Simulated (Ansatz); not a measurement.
Input for Ansatz (a first-principles code): R-CCSD(T)/def2-SVP on AsF2H2In (SMILES [F][In]([F])[AsH2]), a point of a torsion scan. Elements past Kr take the def2 small-core potentials; no spin–orbit coupling. The run froze 25 orbitals, filled d shells among them.

Ansatz 0.2 input:
```yaml
crystal:
  periodic: [false, false, false]
  atoms:
    - {symbol: F, position_ang: [-2.34688482, -1.62983785, 0.07725666]}
    - {symbol: In, position_ang: [-0.98691272, -0.15442609, 0.05208833]}
    - {symbol: F, position_ang: [-1.64650083, 1.66781738, -0.49560030]}
    - {symbol: As, position_ang: [1.53008705, -0.41076017, 0.65709548]}
    - {symbol: H, position_ang: [1.79634004, -0.72090014, -0.79550399]}
    - {symbol: H, position_ang: [1.68558196, 1.05165016, 0.35592673]}
basis:
  gaussian:
    orbitals: def2-SVP
magnetization: {spin_polarized: false}
correlation: {method: ccsd_t, electrons: outside_noble_gas}
scf: {lower_state_search: off}
```

Program output:

```
WARN ansatz: RAYON_NUM_THREADS=1 ignored (pool sized by the plan → 1); use --threads N
Functional definition: HF
these checks for a lower state are left out or cut short: stability, starts, cluster_reference, orbital_swaps, neighbouring_geometries, increment
integrals: 0.12 GiB planned
1011 factors; integrals over basis functions are off by at most 1.1e-3 eV
mean field: 0.37 GiB planned
mean field evaluation 1: about -71372.6409 eV, gradient 4.6e1 eV
mean field evaluation 2: about -71372.6962 eV, gradient 4.6e1 eV
mean field evaluation 4: about -71377.2348 eV, gradient 2.7e0 eV
mean field evaluation 8: about -71377.2999 eV, gradient 2.7e-1 eV
mean field -71377.30052905 eV, -2623.0674131706 hartree, gradient 8.3e-6 eV, S^2 0.000000; 0 other end points of the search recorded, 0 dependent functions left out
25 core orbitals not correlated, not the lowest: weight in the atoms' cores, before any rotation towards them, 0.956 or more for the frozen orbitals, at most 0.030 for the correlated occupied ones
reference -71377.30052905 eV, -2623.0674131706 hartree; 12, 12 occupied and 59, 59 virtual orbitals, 1011 factors
second order -14.95275494 eV of doubles, -0.00000000 eV of singles
coupled cluster: 0.24 GiB planned
cycle   1  -15.07579244 eV  change   -1.2e-1 eV  update   1.2e-1
cycle   2  -15.46732056 eV  change   -3.9e-1 eV  update   4.4e-2
cycle   3  -15.60894043 eV  change   -1.4e-1 eV  update   2.5e-2
cycle   4  -15.60769557 eV  change    1.2e-3 eV  update   6.4e-3
cycle   5  -15.60113638 eV  change    6.6e-3 eV  update   2.8e-3
cycle   6  -15.60101653 eV  change    1.2e-4 eV  update   8.3e-4
cycle   7  -15.60092653 eV  change    9.0e-5 eV  update   3.0e-4
cycle   8  -15.60077775 eV  change    1.5e-4 eV  update   1.0e-4
cycle   9  -15.60078799 eV  change   -1.0e-5 eV  update   3.9e-5
cycle  10  -15.60082591 eV  change   -3.8e-5 eV  update   1.6e-5
cycle  11  -15.60081695 eV  change    9.0e-6 eV  update   5.7e-6
perturbative correction -0.31981687 eV, -0.0117530531 hartree
Total energy: -71393.22116286 eV, -2623.6524856718 hartree
Checks for a lower state left out: stability, starts, cluster_reference, orbital_swaps, neighbouring_geometries, increment
```

Self-consistency was reached.

Cost: around 6 core-seconds (rough).
